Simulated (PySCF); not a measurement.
Method: B3LYP-D3(BJ)/def2-TZVP // PBE0-D4/def2-SVP (PySCF). Gas-phase values, no solvent. One relaxed conformer stands for a flexible species; it need not be the lowest. B3LYP has the VWN-RPA correlation part, as in Gaussian. Delta-SCF ions had no search for a lower state. 

Reference species (SMILES): `C[O][Sn]([O]C)([O]C)[O]C` (neutral, multiplicity 1).

S1 oscillator strength: 0.000
HOMO: -7.71 eV
vertical ionisation energy (Delta-SCF): 9.47 eV

Changed species: `[SiH3][Sn]([SiH3])([SiH3])[SiH3]` (4 of 4 OCH3 replaced by SiH3; the reference has 0 of 4 OCH3 replaced by SiH3).

Q: Give the shifts of the S1 oscillator strength, HOMO and vertical ionisation energy (Delta-SCF).

A: the S1 oscillator strength stays essentially unchanged; the HOMO increases by 0.30 eV, to -7.41 eV; the vertical ionisation energy (Delta-SCF) drops by 0.42 eV, to 9.05 eV.
